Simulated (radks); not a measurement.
Results of a calculation; reference values are marked as such.
Effect of the nuclear size on the argon ion Ar+, [Ne] 3s2 3p5. Code: a radial shooting solver on a logarithmic mesh with Libxc functionals. Model: Dirac Kohn-Sham, relativistic LDA (MacDonald-Vosko exchange, VWN5 correlation), spin-unpolarised, spherical densities, finite nucleus; open shells fill j = l - 1/2 first; Fermi nuclear charge, rms radius 3.4274 fm. The rms radius is varied about that value; shifts are against it.

rms radius (fm)	total energy shift (eV)	density at nucleus (e/bohr^3)	1s1/2 shift (meV)	2s1/2 shift (meV)
2.8345	-0.00583	4311	-2.45	-0.184
3.3177	-0.00116	4297	-0.487	-0.037
3.4274	0	4294	0.000	0.000
3.5953	0.00185	4290	0.776	0.058
3.9895	0.00652	4280	2.74	0.206

Slopes of the eigenvalues against <r^2> in GHz/fm^2, as finite differences over the two radii next to the reference (eigenvalue slopes, not the field-shift constants of lines): 1s1/2 159, 2s1/2 12.0.
